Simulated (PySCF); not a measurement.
O (oxygen, neutral) across methods

[He] 2s2 2p4, high-spin 3P determinant. Calculation: PySCF 2.14, in dyall-acv3z (15s9p4d2f, 76 functions); the non-relativistic Hamiltonian (point nucleus).

```json
{"method": "CAM-B3LYP", "E (hartree)": "-75.0777", "mean ε 2s β (eV)": "-25.569", "mean ε 2p α (eV)": "-13.958", "mean ε 2p β (eV)": "-11.133", "Σ⟨r²⟩ (bohr²)": "11.61", "⟨S²⟩": "2.004"}
{"method": "PBE", "E (hartree)": "-75.0147", "mean ε 2s β (eV)": "-21.549", "mean ε 2p α (eV)": "-10.196", "mean ε 2p β (eV)": "-7.594", "Σ⟨r²⟩ (bohr²)": "11.71", "⟨S²⟩": "2.003"}
{"method": "M06", "E (hartree)": "-75.0671", "mean ε 2s β (eV)": "-23.529", "mean ε 2p α (eV)": "-12.304", "mean ε 2p β (eV)": "-9.361", "Σ⟨r²⟩ (bohr²)": "11.40", "⟨S²⟩": "2.006"}
{"method": "LDA", "E (hartree)": "-74.5311", "mean ε 2s β (eV)": "-21.637", "mean ε 2p α (eV)": "-10.372", "mean ε 2p β (eV)": "-7.445", "Σ⟨r²⟩ (bohr²)": "11.76", "⟨S²⟩": "2.004"}
{"method": "PBE0", "E (hartree)": "-75.0227", "mean ε 2s β (eV)": "-23.807", "mean ε 2p α (eV)": "-12.385", "mean ε 2p β (eV)": "-9.478", "Σ⟨r²⟩ (bohr²)": "11.50", "⟨S²⟩": "2.004"}
{"method": "UHF", "E (hartree)": "-74.81872", "mean ε 2s β (eV)": "-29.268", "mean ε 2p α (eV)": "-18.449", "mean ε 2p β (eV)": "-14.188", "Σ⟨r²⟩ (bohr²)": "11.21", "⟨S²⟩": "2.009"}
{"method": "B97-3", "E (hartree)": "-75.0756", "mean ε 2s β (eV)": "-24.149", "mean ε 2p α (eV)": "-12.439", "mean ε 2p β (eV)": "-9.541", "Σ⟨r²⟩ (bohr²)": "11.44", "⟨S²⟩": "2.005"}
{"method": "MN15", "E (hartree)": "-75.0732", "mean ε 2s β (eV)": "-24.744", "mean ε 2p α (eV)": "-13.155", "mean ε 2p β (eV)": "-10.465", "Σ⟨r²⟩ (bohr²)": "11.50", "⟨S²⟩": "2.002"}
```

Estimate the same row for r2SCAN.

E (hartree) = -75.0630; mean ε 2s β (eV) = -21.794; mean ε 2p α (eV) = -10.842; mean ε 2p β (eV) = -7.912; Σ⟨r²⟩ (bohr²) = 11.47; ⟨S²⟩ = 2.006.
